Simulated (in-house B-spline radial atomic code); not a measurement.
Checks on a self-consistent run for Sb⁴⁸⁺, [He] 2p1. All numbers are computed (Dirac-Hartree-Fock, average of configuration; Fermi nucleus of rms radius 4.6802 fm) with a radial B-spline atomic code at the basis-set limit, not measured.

```csv
orbital,q,ε (Eh),<1/r>,<r²>,small-component weight
1s1/2,2,-1303.35674,54.537,0.00107899,0.035422
2p1/2,0.33333,-314.85508,13.4772,0.0110708,0.0084771
2p3/2,0.66667,-303.98819,12.544,0.0120648,0.0081729
```

Electron-electron repulsion V_ee = 57.4911 hartree.

Task: What total energy follows from the eigenvalues?

Result: The eigenvalues count the repulsion twice, so E = Σqε - V_ee = -2914.324 - 57.491 = -2971.815 hartree; the run printed -2971.815.

Task: Does the Dirac virial theorem hold?

Result: For a point nucleus E = -2c²Σq·w, with w the small-component weight. Here Σq·w = 0.079119 and c = 137.0360, so the ratio E/(-2c²Σq·w) is 1.000099; the finite nucleus accounts for the departure from 1.

Task: What diamagnetic shielding (Lamb formula) and susceptibility (Langevin formula) do the radii give?

Result: σ = (α²/3)Σq<1/r> = 121.929/(3·137.036²) = 2164.3 ppm, and χ = -0.79199×10⁻⁶·Σq<r²> = -0.011×10⁻⁶ cm³/mol with Σq<r²> = 0.013891 bohr². Both are non-relativistic formulas without the paramagnetism of open shells; for so heavy an element the full relativistic shielding is larger by tens of per cent.
